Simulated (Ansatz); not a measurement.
Ansatz (a first-principles code) input (r2SCAN/def2-TZVP):

Ansatz 0.2 input:
```yaml
crystal:
  periodic: [false, false, false]
  atoms:
    - {symbol: Cu, position_ang: [-0.32601261, -0.14402152, -0.24774018]}
    - {symbol: O, position_ang: [1.05650955, 0.35830251, 0.78178674]}
    - {symbol: H, position_ang: [1.00228917, 1.31020413, 0.93017126]}
basis:
  gaussian:
    orbitals: def2-TZVP
hamiltonian:
  xc: {name: r2SCAN}
relax: {f_tol: 0.003, max_steps: 100}
```

End of the output:

```
mean field evaluation 2: about -46514.7789 eV, gradient 3.8e2 eV
mean field evaluation 4: about -46699.7192 eV, gradient 5.5e1 eV
mean field evaluation 8: about -46703.2119 eV, gradient 2.5e-2 eV
mean field evaluation 16: about -46703.1828 eV, gradient 2.0e-5 eV
mean field -46703.18284334 eV, -1716.3103129384 hartree, gradient 2.0e-5 eV, S^2 0.000000; 0 other end points of the search recorded, 0 dependent functions left out
the calculation of the forces begins
reference -46703.18285558 eV, -1716.3103133882 hartree; 19, 19 occupied and 63, 63 virtual orbitals, 648 factors
relax step   1: F+E_penalty+E_count = -46703.18284334 eV  Δ(F+E_penalty+E_count) = +0.000e0 eV  max|allowed force component| = 4.039e-1 eV/Å  Δτ_max = 0.0000 Å  (28 SCF iters, accepted)
these checks for a lower state are left out or cut short: starts, cluster_reference, orbital_swaps, neighbouring_geometries, increment
integrals: 0.02 GiB planned
648 factors; their error is unknown
mean field: 0.18 GiB planned
mean field -46703.18887456 eV, -1716.3105345816 hartree, gradient 1.2e-5 eV, S^2 0.000000; 0 other end points of the search recorded, 0 dependent functions left out
the calculation of the forces begins
reference -46703.18888686 eV, -1716.3105350336 hartree; 19, 19 occupied and 63, 63 virtual orbitals, 648 factors
relax step   2: F+E_penalty+E_count = -46703.18887456 eV  Δ(F+E_penalty+E_count) = -6.031e-3 eV  max|allowed force component| = 2.420e-1 eV/Å  Δτ_max = 0.0110 Å  (33 SCF iters, accepted)
these checks for a lower state are left out or cut short: starts, cluster_reference, orbital_swaps, neighbouring_geometries, increment
integrals: 0.02 GiB planned
648 factors; their error is unknown
mean field: 0.18 GiB planned
mean field evaluation 32: about -46703.1920 eV, gradient 1.3e-5 eV
mean field -46703.19195418 eV, -1716.3106477558 hartree, gradient 1.3e-5 eV, S^2 0.000000; 0 other end points of the search recorded, 0 dependent functions left out
the calculation of the forces begins
reference -46703.19196657 eV, -1716.3106482108 hartree; 19, 19 occupied and 63, 63 virtual orbitals, 648 factors
relax step   3: F+E_penalty+E_count = -46703.19195418 eV  Δ(F+E_penalty+E_count) = -3.080e-3 eV  max|allowed force component| = 1.121e-2 eV/Å  Δτ_max = 0.0155 Å  (32 SCF iters, accepted)
these checks for a lower state are left out or cut short: starts, cluster_reference, orbital_swaps, neighbouring_geometries, increment
integrals: 0.02 GiB planned
648 factors; their error is unknown
mean field: 0.18 GiB planned
mean field -46703.19196008 eV, -1716.3106479724 hartree, gradient 1.3e-5 eV, S^2 0.000000; 0 other end points of the search recorded, 0 dependent functions left out
the calculation of the forces begins
reference -46703.19197246 eV, -1716.3106484273 hartree; 19, 19 occupied and 63, 63 virtual orbitals, 648 factors
relax step   4: F+E_penalty+E_count = -46703.19196008 eV  Δ(F+E_penalty+E_count) = -5.896e-6 eV  max|allowed force component| = 1.508e-4 eV/Å  Δτ_max = 0.0006 Å  (33 SCF iters, accepted)
integrals: 0.02 GiB planned
648 factors; their error is unknown
mean field: 0.18 GiB planned
mean field evaluation 64: about -46703.1920 eV, gradient 7.1e-4 eV
mean field -46703.19196008 eV, -1716.3106479724 hartree, gradient 1.3e-5 eV, S^2 0.000000; 1 other end points of the search recorded, 0 dependent functions left out
the calculation of the forces begins
reference -46703.19197246 eV, -1716.3106484273 hartree; 19, 19 occupied and 63, 63 virtual orbitals, 648 factors
Total energy: -46703.19197246 eV, -1716.3106484273 hartree
Atom 0 at    -0.310559    -0.128227    -0.234255 Å, force    -0.000041     0.000061    -0.000016 eV/Å
Atom 1 at     1.055505     0.349234     0.779348 Å, force     0.000151    -0.000075     0.000087 eV/Å
Atom 2 at     0.987840     1.303478     0.919125 Å, force    -0.000109     0.000014    -0.000071 eV/Å
Dipole moment:    -0.627681     0.021791    -0.418877 e Å
```
